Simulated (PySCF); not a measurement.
Fill in the blanks.

Compound: C5H10N2Si.
Numbering: `[CH:1]#[C:2][Si@H:3]1[NH:4][CH2:5][CH2:6][N:7]1[CH3:8]` (hydrogens: H9 on C1; H10 on Si3; H11 on N4; H12, H13 on C5; H14, H15 on C6; H16, H17, H18 on C8)

Structure used (PBE0-D3(BJ)/def2-SVP), in Å, numbered top down from 1:
```
atom  x, y, z in Å
C1     3.4231   -1.4275   -0.1186
C2     2.4693   -0.8589    0.3823
Si3    1.0337    0.0043    1.1576
N4     0.6830    1.5901    0.5596
C5    -0.4403    1.5379   -0.3637
C6    -1.3413    0.4023    0.1233
N7    -0.4742   -0.6492    0.6127
C8    -1.0785   -1.8936    0.9871
H9     4.2625   -1.9299   -0.5663
H10    1.3013   -0.0374    2.6265
H11    1.3891    2.2857    0.3548
H12   -0.9988    2.4895   -0.3706
H13   -0.1249    1.3332   -1.4068
H14   -2.0287    0.7702    0.9158
H15   -1.9744    0.0339   -0.7049
H16   -1.6157   -2.3510    0.1355
H17   -1.8074   -1.7922    1.8180
H18   -0.3095   -2.6138    1.3061
```

```json
{"property": "point group", "level": "PBE0-D3(BJ)/def2-SVP", "value": "C1"}
{"property": "rotational constants A, B, C", "level": "PBE0-D3(BJ)/def2-SVP", "value": "?"}
{"property": "dipole moment", "level": "wB97X-D/def2-SVPD", "value": "0.94 D"}
{"property": "HOMO energy", "level": "wB97X-D/def2-SVPD", "value": "?"}
{"property": "LUMO energy", "level": "wB97X-D/def2-SVPD", "value": "1.46 eV"}
{"property": "lowest singlet excitation", "level": "TDDFT wB97X-D/def2-SVPD", "value": "5.37 eV (231 nm, f = 0.008)"}
{"property": "strongest line among the 6 lowest singlet transitions", "level": "TDDFT wB97X-D/def2-SVPD", "value": "?"}
{"property": "static isotropic polarisability", "level": "wB97X-D/def2-SVPD", "value": "?"}
{"property": "electronic spatial extent ⟨r²⟩ about the centre of nuclear charge", "level": "wB97X-D/def2-SVPD", "value": "1201 bohr²"}
```

Electronic properties: PySCF, gas phase, density fitting.

Question: The HOMO energy?

Answer: -8.08 eV.

Question: The strongest line among the 6 lowest singlet transitions?

Answer: S3 at 5.89 eV (211 nm, f = 0.019).

Question: Give the static isotropic polarisability.

Answer: 96.4 au.

Question: What are the rotational constants A, B, C?

Answer: 2.444, 1.440, 1.058 GHz.

No computed singlet falls in the visible range (750 to 380 nm, 1.65 to 3.26 eV); S1 lies 2.11 eV above its blue end. The rotational constants make it an asymmetric top with κ = (2B − A − C)/(A − C) = -0.45, nearer the prolate limit (−1). The polarisability is 14.29 Å³ as a volume (1 au = 0.148185 Å³), or 1.42 au for each of the 68 electrons.

For the geometry optimisation (PBE0-D3(BJ)/def2-SVP), the run took about 1.9 min of CPU time (one thread, shared machine).

One conformer stands for the species.
